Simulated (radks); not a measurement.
Results of a calculation; reference values are marked as such.
Question: These are the eigenvalues of the occupied orbitals of an atom or ion with whole-number occupations (eV). Level of theory: non-relativistic Kohn-Sham, HCTH/407, spin-unpolarised, spherical densities, point nucleus (a radial shooting solver on a logarithmic mesh with Libxc functionals).

1s: -4452.125
2s: -835.1482
2p: -775.1204

Which element is it, and in what charge state? The configuration may be excited.

Answer: Z = 20, calcium, charge +13: Ca13+ in [He] 2s2 2p3. The list shows which subshells hold electrons but not how many an open one holds; the 1s level, -163.61 hartree, gives Z - s = 18.1 by -(Z - s)^2/2, which with screening narrows Z to a few neighbours, and the depths of the outer levels then fix element, charge and occupations together.
